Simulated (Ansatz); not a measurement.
The same path of ClF₂GeH (5 atoms, charge 0, multiplicity 1) was run 3 times with different band settings. Lost on the way: Ge1–F2, Ge1–H3. Made: F2–H3.

These are results of RKS PBE0/def2-SVP in Ansatz, not measurements.

Relaxed end points:

```xyz
5
Properties=species:S:1:pos:R:3
Ge 0.297 0.044 0.117
F 0.291 0.029 1.836
H 1.722 -0.001 -0.411
Cl -0.807 1.736 -0.528
F -0.564 -1.368 -0.349
```

```xyz
5
Properties=species:S:1:pos:R:3
Ge 0.560 0.516 -0.927
F 1.103 0.023 1.324
H 0.575 -0.726 1.078
Cl -1.192 1.721 -0.397
F -0.108 -1.093 -0.414
```

Common settings: movable images 7; climbing image yes; optimiser quadratic models (default); start path through a guess of the saddle point; force threshold 0.05 eV/Å; end points relaxed.

| run | spring | iteration limit |
| --- | --- | --- |
| 1 | 5.0 eV/Å² | 42 |
| 2 | 0.1 eV/Å² | 43 |
| 3 | 20.0 eV/Å² | 54 |

Problem. What does each run give, and how far can it be trusted?

Solution. Run 1: converged after 16 iterations, highest image 2.440 eV above the first end. Neighbouring images differ by up to 1.7 eV, so the band resolves the path poorly. A vibrational analysis at the climbing image gives one clearly imaginary mode, 1334i cm⁻¹: a first-order saddle point.
Run 2: converged after 14 iterations, highest image 2.440 eV above the first end. Neighbouring images differ by up to 1.3 eV, so the band resolves the path poorly. Another band between the same ends (7 images) ends at a top of the same energy, where a vibrational analysis finds 1 clearly imaginary mode.
Run 3: converged after 15 iterations, highest image 2.440 eV above the first end. Neighbouring images differ by up to 1.7 eV, so the band resolves the path poorly. Another band between the same ends (7 images) ends at a top of the same energy, where a vibrational analysis finds 1 clearly imaginary mode.
The orbitals stay closed-shell, which can raise the energy where a bond breaks towards radicals; this wasn't checked here.
